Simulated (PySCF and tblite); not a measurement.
C5H7F2NO, numbered as in [CH3:1][N:2]([CH:3]=[O:4])[CH2:5][CH:6]=[C:7]([F:8])[F:9]. The ensemble was built from 150 distance-geometry starts (ETKDG and KDG, MMFF94s, GFN2-xTB) and rests on GFN2-xTB geometries. Weights use PBE0-D3(BJ)/pcSseg-1 energies plus GFN2-xTB zero-point and thermal terms (modes under about 100 cm⁻¹ blended into free rotors). Symmetry numbers and mirror images are counted. Conformers within 3 kcal/mol (GFN2-xTB free energy) were kept, 10 at most. GIAO shieldings: PBE0/pcSseg-1. Shifts are against TMS (¹H), TMS (¹³C), CFCl3 (¹⁹F), NH3 (¹⁵N) at the same level. Run with PySCF (density fitting) and tblite.

Torsions listed: C1–N2–C3–O4, C1–N2–C5–C6, N2–C5–C6–C7. Of a mirror pair one member is shown.

| conformer | shape | point group | mirror pair | ΔE(DFT) | Δ(G−E) at 298.15 K | δ C5 (ppm) |
| --- | --- | --- | --- | --- | --- | --- |
| 1 | 179°, -71°, 116° | C1 | yes | 0.00 | 0.00 | 39.2 |
| 2 | 1°, 74°, -119° | C1 | yes | 0.57 | 0.05 | 45.7 |
| 3 | -2°, -83°, -118° | C1 | yes | 1.79 | 0.02 | 45.3 |
| 4 | 180°, 81°, 131° | C1 | yes | 2.04 | -0.15 | 40.0 |
| 5 | -178°, -79°, -12° | C1 | yes | 2.22 | 0.30 | 40.6 |

Energies in kcal/mol; the thermal term leaves out symmetry numbers and mirror images.

(1) Work out the weights at 298.15 K and the ¹³C shift of C5 under fast exchange.

Rotation about the C–N or B–N bond may be slow on the NMR time scale, and the averages treat it as fast.

Results:

(1) RT = 0.592 kcal/mol. Each conformer gets RT ln(σ/g), with σ the rotational symmetry number and g = 2 for a mirror pair: 1: σ = 1, g = 2, G = 0.00 + 0.00 − 0.41 = -0.41, 0.00 above the lowest, exp(−ΔG/RT) = 1.000; 2: σ = 1, g = 2, G = 0.57 + 0.05 − 0.41 = 0.21, 0.62 above the lowest, exp(−ΔG/RT) = 0.351; 3: σ = 1, g = 2, G = 1.79 + 0.02 − 0.41 = 1.40, 1.81 above the lowest, exp(−ΔG/RT) = 0.047; 4: σ = 1, g = 2, G = 2.04 − 0.15 − 0.41 = 1.48, 1.89 above the lowest, exp(−ΔG/RT) = 0.041; 5: σ = 1, g = 2, G = 2.22 + 0.30 − 0.41 = 2.11, 2.52 above the lowest, exp(−ΔG/RT) = 0.014. The sum is 1.453, so the weights are 68.8, 24.1, 3.2, 2.8, 1.0 %. The averaged shift is 41.0 ppm. At 298.15 K the leading conformer alone gives 39.2 ppm and bare DFT energies give 41.2 ppm.


¹⁵N shifts are against a computed isolated NH3 molecule, about 20 ppm from the liquid.

Conformer gaps in pcSseg-1 on xTB geometries can be 2 kcal/mol off for S=O, P=O and other polar bonds.